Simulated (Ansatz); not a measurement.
C2H5FIn, SMILES `C[CH2][In][F]` radical, charge 0, multiplicity 2.

Problem. Give a relaxed structure at PBE0-D4/def2-TZVP (Ansatz). (Estimate.)

Solution. The calculation gave: 
Cartesian coordinates in Å:
```
C -0.0463 -0.8771 -0.3861
C -0.7386 0.4293 -0.0883
In 0.8461 1.9679 0.5128
F 2.2116 0.8916 1.4848
H -0.7866 -1.6695 -0.5539
H 0.5982 -1.1947 0.4355
H 0.5695 -0.8198 -1.2865
H -1.2869 0.8636 -0.9226
H -1.3670 0.4087 0.8043
```
This is one stationary point; other conformers may exist.
